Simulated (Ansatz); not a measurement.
`[SiH3][O][GeH2][Cl]` → `[Cl][GeH]` + silanol at 700 K and 1 bar (germylene formation by 1,1-elimination).

Program: Ansatz. Geometries: PBE0-D4/def2-TZVP. ΔE: electronic, gas phase. CBS: MP2 limit from def2 TZ/QZ plus the TZ coupled-cluster correction, frozen cores. For Ge outer-core shells are correlated without core-valence functions, which leaves a few kJ/mol of doubt a bond. Scalar relativity is left out up to krypton. One conformer a species, not always the lowest.

```csv
species,CCSD(T)/CBS energy (Eh),H − E (kJ/mol),S (J/(mol·K))
`[SiH3][O][GeH2][Cl]`,-2903.24621,198.7,483.2
`[Cl][GeH]`,-2536.49422,48.2,304.3
`O[SiH3]`,-366.69042,144.6,321.6
```

H − E and S are ideal-gas, rigid-rotor, harmonic terms from PBE0-D4/def2-TZVP, for one conformer and one mirror image of each species. 1 Eh = 2625.50 kJ/mol, R = 8.31446 J/(mol·K).

Q: By hand: ΔE, ΔH, ΔS and ΔG.

A: ΔE = (-2536.49422) + (-366.69042) − (-2903.24621) = 0.06157 Eh = 161.7 kJ/mol. Δ(H − E) = 48.2 + 144.6 − 198.7 = -5.9, so ΔH = 155.8 kJ/mol. ΔS = 304.3 + 321.6 − 483.2 = 142.7 J/(mol·K). ΔG = 155.8 − 700 × (142.7)/1000 = 55.9 kJ/mol.

Q: By hand: the equilibrium constant, and the temperature at which ΔG would vanish if ΔH and ΔS stayed fixed.

A: log₁₀ K = −ΔG/(RT ln 10) = -4.2. ΔG = 0 at ΔH/ΔS = 1092 K.

The number of gas molecules changes by +1, which sets the sign of ΔS. A doubt of 5 kJ/mol in ΔE shifts log₁₀ K by 0.4 here. Other conformers and mirror images would add mixing entropy, several J/(mol·K) or more a flexible species. Modes under 60 cm⁻¹, often nearly free rotors, make the harmonic entropy too high. These are equilibria of isolated gas molecules and say nothing of rates. Largest T1 diagnostic: 0.013 (customary marks: 0.02 for closed shells, 0.045 for open ones).
